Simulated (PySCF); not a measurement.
PySCF 2.14 output of a UHF calculation on a single atom or ion in pcseg-2, with the non-relativistic Hamiltonian (point nucleus):

```
SCF conv_tol = 1e-09
number electrons alpha = 10  beta = 9
cycle= 1 E= -846.740350290441  delta_E= -0.005  |g|= 0.027  |ddm|= 0.0399
cycle= 2 E= -846.740540356189  delta_E= -0.00019  |g|= 0.00644  |ddm|= 0.00869
cycle= 3 E= -846.740554562065  delta_E= -1.42e-05  |g|= 0.000798  |ddm|= 0.00326
cycle= 4 E= -846.740554851728  delta_E= -2.9e-07  |g|= 4.83e-05  |ddm|= 0.000647
cycle= 5 E= -846.740554852741  delta_E= -1.01e-09  |g|= 6.42e-06  |ddm|= 4.87e-05
cycle= 6 E= -846.740554852764  delta_E= -2.36e-11  |g|= 1.46e-06  |ddm|= 7.46e-06
converged SCF energy = -846.740554852764  <S^2> = 0.75190041  2S+1 = 2.0018995
```

The run itself started from symmetry-adapted Hartree-Fock orbitals and held the occupation by maximum overlap, so the iterations belong to that start.

Question: Which element, charge and spin multiplicity is this?

Answer: Ti³⁺ (titanium, charge +3), multiplicity 2; the state was [Ar] 3d1, 2D determinant.
